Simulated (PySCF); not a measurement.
SnH4: fields on a plane

These are results of r2SCAN/[Sn def2-TZVP with ECP28, H def2-TZVP], scalar-relativistic core potentials, density fitting, no spin–orbit coupling, PySCF, not measurements.

The singlet minimum has Sn–H 1.702 Å (×4); H–Sn–H 109.5° (×6).

The plane holds Sn1 at (0.00, 0.00), H2 at (1.70, 0.00), H3 at (-0.57, 1.60) Å. Columns run from x = -2.55 to 4.05 Å, rows from y = 4.05 (top) to -1.95 Å, in steps of 0.3 Å. Other isomers or separated fragments may lie lower. Core electrons replaced by a potential are absent, the electrostatic potential uses the reduced nuclear charge, and values within about 0.7 Å of such atoms have no physical meaning.

**Question.** Give the electrostatic potential (V) (cut at 20 V). Every second row and column.

**Answer.** 
```
 0.0  0.0  0.0  0.0  0.0  0.0  0.0  0.0  0.0  0.0  0.0  0.0
 0.0 -0.1 -0.1 -0.1 -0.1 -0.1  0.0  0.0  0.0  0.0  0.0  0.0
 0.0 -0.1  0.0  0.1  0.0  0.0  0.0  0.0  0.0  0.0  0.0  0.0
 0.0  0.0  0.6  3.2  1.9  0.3  0.2  0.1  0.0  0.0  0.0  0.0
 0.0  0.1  1.8 20.0 11.5  1.8  0.9  0.2  0.0  0.0  0.0  0.0
 0.2  0.5  1.9  9.0 14.3 10.5  3.6  0.9  0.2 -0.1 -0.1  0.0
 0.4  1.2  4.8 20.0 20.0 20.0 10.7  9.6  2.6  0.1 -0.1 -0.1
 0.4  1.4  6.1 20.0 20.0 20.0 14.6 20.0  5.3  0.3 -0.1 -0.1
 0.3  0.9  3.3 13.9 20.0 20.0  6.6  2.5  0.8  0.0 -0.1  0.0
 0.2  0.4  1.0  3.1  5.7  5.1  2.2  0.5  0.0 -0.1 -0.1  0.0
 0.1  0.1  0.3  0.7  1.2  1.3  0.8  0.3  0.1  0.0  0.0  0.0
```

**Question.** Give the electron density (e/Å³) (cut at 5 e/Å³). Every second row and column.

**Answer.** 
```
0.00 0.00 0.00 0.00 0.00 0.00 0.00 0.00 0.00 0.00 0.00 0.00
0.00 0.00 0.00 0.00 0.00 0.00 0.00 0.00 0.00 0.00 0.00 0.00
0.00 0.00 0.01 0.02 0.01 0.01 0.00 0.00 0.00 0.00 0.00 0.00
0.00 0.01 0.04 0.16 0.12 0.03 0.01 0.00 0.00 0.00 0.00 0.00
0.00 0.01 0.13 1.27 0.64 0.11 0.03 0.01 0.00 0.00 0.00 0.00
0.00 0.02 0.13 0.60 0.70 0.31 0.12 0.07 0.03 0.01 0.00 0.00
0.00 0.02 0.11 0.94 5.00 4.55 0.49 0.55 0.15 0.02 0.00 0.00
0.00 0.02 0.12 1.83 5.00 5.00 0.73 1.55 0.24 0.02 0.00 0.00
0.00 0.01 0.08 0.38 1.81 0.92 0.26 0.20 0.07 0.01 0.00 0.00
0.00 0.01 0.03 0.09 0.13 0.09 0.05 0.03 0.01 0.00 0.00 0.00
0.00 0.00 0.01 0.02 0.02 0.01 0.01 0.00 0.00 0.00 0.00 0.00
```
